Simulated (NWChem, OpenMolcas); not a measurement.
# KLi (Lithium Potassium): methods side by side

The species is KLi (2 atoms), meant as a singlet with charge 0. As SMILES, `[Li][K]`. The bond length is the measured one.

```xyz
2

Li    0.0000    0.0000    0.0000
K     0.0000    0.0000    3.2700
```

Each level gives the dipole moment (D). The values are calculated.

```tsv
level	kind	program	value (D)
HF/def2-TZVP	Hartree–Fock	OpenMolcas	4.03
BLYP/def2-TZVP	GGA	NWChem	2.18
M06-L/def2-TZVP	meta-GGA	OpenMolcas	6.26
TPSS/def2-TZVP	meta-GGA	NWChem	?
r2SCAN/def2-TZVP	meta-GGA	OpenMolcas	?
B3LYP/def2-TZVP	global hybrid	OpenMolcas	2.58
BHLYP/def2-TZVP	global hybrid	OpenMolcas	3.02
M06-2X/def2-TZVP	hybrid meta-GGA	OpenMolcas	2.09
```

Question: Estimate the missing values from the other rows.

Answer: As computed at these levels: TPSS/def2-TZVP: 3.70 D; r2SCAN/def2-TZVP: 3.42 D. The values span 2.09 to 6.26 D.
